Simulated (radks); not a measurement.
Valence configurations of Rb I (all share [Kr]). Calculated with a radial shooting solver on a logarithmic mesh with Libxc functionals: scalar-relativistic Kohn-Sham, PBE, spin-polarised, spherical densities, finite nucleus; open shells are filled with parallel spins first (spin-orbit coupling, left out, can overturn this in heavy ions); Fermi nuclear charge, rms radius 4.2036 fm. Energies are relative to 5s1; eigenvalues in eV for spin up.

valence      E (eV)  moment (Bohr magnetons)   e(4d)   e(5p)   e(5s)
5s1           0.000                        1       -       -  -2.436
5s0.5 5p0.5   0.774                        1       -  -1.206  -2.755
4d0.5 5s0.5   1.154                        1  -0.445       -  -2.761
5p1           1.541                        1       -  -1.494       -
4d1           2.298                        1  -0.693       -       -

NIST lists [Kr] 5s1 as the ground configuration; this level of theory agrees among the configurations tried. The energies are those of spherical high-spin densities, not of single terms.
